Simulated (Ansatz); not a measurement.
Stretching the Sn1–F2 bond in FHOSn (SMILES [OH][Sn][F]) (multiplicity 1 held, fragments rigid). Energies count from the point at 1.967 Å.
Geometry at that point (charge 0, multiplicity 1):
| atom | x (Å) | y (Å) | z (Å) |
|---|---|---|---|
| Sn | 0.1713 | 0.0328 | 0.3222 |
| F | -0.2346 | 1.3104 | -1.1166 |
| O | -0.6740 | -1.5149 | -0.5778 |
| H | -1.0605 | -1.3171 | -1.4404 |

Signs of static correlation in def2-SVP, from Ansatz (a program for electronic structure) runs.

```json
[
 {"R (Å)": "1.573", "T1 of restricted CCSD": "0.017", "⟨S²⟩ of UHF": "0.000", "largest double amplitude of restricted CCSD": "0.088"},
 {"R (Å)": "1.770", "T1 of restricted CCSD": "0.018", "⟨S²⟩ of UHF": "0.000", "largest double amplitude of restricted CCSD": "0.086"},
 {"R (Å)": "1.967", "T1 of restricted CCSD": "0.020", "⟨S²⟩ of UHF": "0.000", "largest double amplitude of restricted CCSD": "0.083"},
 {"R (Å)": "2.163", "T1 of restricted CCSD": "0.022", "⟨S²⟩ of UHF": "0.000", "largest double amplitude of restricted CCSD": "0.078"},
 {"R (Å)": "2.360", "T1 of restricted CCSD": "0.025", "⟨S²⟩ of UHF": "0.000", "largest double amplitude of restricted CCSD": "0.070"},
 {"R (Å)": "2.655", "T1 of restricted CCSD": "0.030", "⟨S²⟩ of UHF": "0.000", "largest double amplitude of restricted CCSD": "0.086"},
 {"R (Å)": "2.950", "T1 of restricted CCSD": "[?]", "⟨S²⟩ of UHF": "0.678", "largest double amplitude of restricted CCSD": "0.110"},
 {"R (Å)": "3.441", "T1 of restricted CCSD": "0.062", "⟨S²⟩ of UHF": "0.953", "largest double amplitude of restricted CCSD": "0.189"},
 {"R (Å)": "3.933", "T1 of restricted CCSD": "[?]", "⟨S²⟩ of UHF": "0.999", "largest double amplitude of restricted CCSD": "0.386"},
 {"R (Å)": "4.523", "T1 of restricted CCSD": "0.194", "⟨S²⟩ of UHF": "1.012", "largest double amplitude of restricted CCSD": "0.925"},
 {"R (Å)": "5.310", "T1 of restricted CCSD": "0.291", "⟨S²⟩ of UHF": "1.015", "largest double amplitude of restricted CCSD": "1.900"},
 {"R (Å)": "6.293", "T1 of restricted CCSD": "0.314", "⟨S²⟩ of UHF": "1.016", "largest double amplitude of restricted CCSD": "2.309"}
]
```

Question: What belongs in the gaps?

Answer: 
- 2.950, T1 of restricted CCSD: 0.038
- 3.933, T1 of restricted CCSD: 0.109

Doubts at one or more of the structures used: a restricted determinant that unrestricted orbitals would lower (R-CCSD(T)/def2-SVP); T1 above 0.05 (R-CCSD(T)/def2-SVP, U-CCSD(T)/def2-SVP); other coupled-cluster roots lie near (R-CCSD(T)/def2-SVP, U-CCSD(T)/def2-SVP); a spin-contaminated determinant (U-CCSD(T)/def2-SVP).
